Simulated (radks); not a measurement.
The mean radii <r> (bohr) of the occupied orbitals of an atom or ion are listed with their occupations. Method: Dirac Kohn-Sham, PBE, spin-unpolarised, spherical densities, point nucleus; computed with a radial shooting solver on a logarithmic mesh with Libxc functionals.

| orbital | occ. | <r> |
|---|---|---|
| 1s1/2 | 2 | 0.02074 |
| 2s1/2 | 2 | 0.08753 |
| 2p1/2 | 2 | 0.07290 |
| 2p3/2 | 4 | 0.08007 |
| 3s1/2 | 2 | 0.2294 |
| 3p1/2 | 2 | 0.2191 |
| 3p3/2 | 4 | 0.2327 |
| 3d3/2 | 4 | 0.2054 |
| 3d5/2 | 6 | 0.2096 |
| 4s1/2 | 2 | 0.5183 |
| 4p1/2 | 2 | 0.5279 |
| 4p3/2 | 4 | 0.5587 |
| 4d3/2 | 4 | 0.5884 |
| 4d5/2 | 6 | 0.5992 |
| 5s1/2 | 2 | 1.252 |
| 5p1/2 | 2 | 1.392 |
| 5p3/2 | 4 | 1.484 |
| 4f5/2 | 4.28571 | 0.7792 |
| 4f7/2 | 5.71429 | 0.7914 |

Name the element and its charge. Open shells, if any, are shared by 2j + 1.

Answer. Z = 67, holmium, charge +3: Ho3+ in [Xe] 4f10. The 1s radius gives Z: for a bare nucleus <r> = (2 gamma + 1)/(2Z) with gamma = sqrt(1 - (Z/c)^2), 0.02048 bohr for Z = 67, and screening makes it slightly larger (0.02074 here). The occupations add up to 64, and the charge is Z minus that.
